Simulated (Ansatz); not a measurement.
Gas-phase electronic energies from Ansatz, PBE0-D4/def2-TZVP geometries. CCSD(T)/CBS is the MP2 limit (def2-TZVPP, def2-QZVPP) plus CCSD(T) − MP2 in def2-TZVPP, frozen cores. DFT in def2-TZVPP. One conformer a species, not always the lowest.

`[CH3][AlH][SiH](C)S` → `C[SiH2][CH2][AlH][SH]`  (isomerisation)

**Question.** Is it downhill or uphill in electronic energy at CCSD(T)/CBS, and by how much? (Estimate.)

**Answer.** Ansatz gave: Downhill: ΔE = -18.9 kcal/mol.

**Question.** What do these levels give: PBE-D4, ωB97M-V, CCSD/def2-TZVPP, HF/def2-QZVPP, SCS-MP2/def2-QZVPP, MP2/CBS(def2)? (Best estimate.)

**Answer.** Ansatz gave: PBE-D4 -15.4, ωB97M-V -20.0, CCSD/def2-TZVPP -19.0, HF/def2-QZVPP -19.1, SCS-MP2/def2-QZVPP -20.0, MP2/CBS(def2) -20.5 kcal/mol.

Largest T1 diagnostic among the species: 0.011.

The D4 term adds −1.2 kcal/mol with B3LYP and −0.6 kcal/mol with PBE0; it sums over pairs of atoms, weighted by their polarisabilities, and B3LYP, whose exchange is more repulsive, gets the larger term. From PBE to PBE0 (25 % exact exchange), in def2-TZVPP and without D4, ΔE moves by −1.2 kcal/mol.

B3LYP here is the variant with VWN-RPA as its local correlation; programs differ in this.
